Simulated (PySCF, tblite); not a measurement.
Problem. Write Cartesian coordinates for `N#CC1=CC=CC([NH2+])=C1` [radical] as optimised with GFN2-xTB. (Charge +1 and doublet state.)

Solution. 
```
atom  x, y, z in Å
N1    -3.1723    2.2377   -0.5557
C2    -2.3093    1.5112   -0.3764
C3    -1.2405    0.6010   -0.1524
C4    -1.5398   -0.7416    0.1685
C5    -0.5033   -1.6510    0.3932
C6     0.8061   -1.2499    0.3039
C7     1.1248    0.1041   -0.0206
N8     2.3909    0.4960   -0.1063
C9     0.0673    1.0270   -0.2492
H10   -2.5711   -1.0557    0.2358
H11   -0.7409   -2.6749    0.6383
H12    1.6103   -1.9494    0.4768
H13    2.6288    1.4525   -0.3362
H14    3.1505   -0.1528    0.0549
H15    0.2941    2.0539   -0.4966
```

Orientation and origin are arbitrary. Atoms count from 1 in this order. N8 (nitrogen bonded to C and 2 H) is planar (angles 121.2°, 121.1° and 117.8°, sum 360.0°, 0.00 Å off the plane of its three neighbours). The 6-membered ring C3–C4–C5–C6–C7–C9 has internal angles of 119.1° to 120.7° (sum 720°, against 720° for a flat polygon); it is planar, 0.00 Å rms from its mean plane, widest ring torsion 0°. C3 (carbon bonded to 3 C) is planar (angles 120.7°, 120.3° and 119.0°, sum 360.0°, 0.00 Å off the plane of its three neighbours). The 9 heavy atoms lie in one plane (0.001 Å rms).

Bonds between heavy atoms (Å): N1≡C2 1.142, C2–C3 1.422, C3–C4 1.412, C4–C5 1.397, C5–C6 1.372, C6–C7 1.428, C7–N8 1.328, C7–C9 1.422, C3–C9 1.379.

The geometry is computed with GFN2-xTB (gas phase). This method treats the open shell by occupation alone, without spin polarisation.

Point group: Cs (tolerance 0.08 Å). Its GFN2-xTB frequencies are all real (lowest 122 cm⁻¹). Torsions: C6–C7–N8–H 180° and 0°.

One conformer stands for the species.
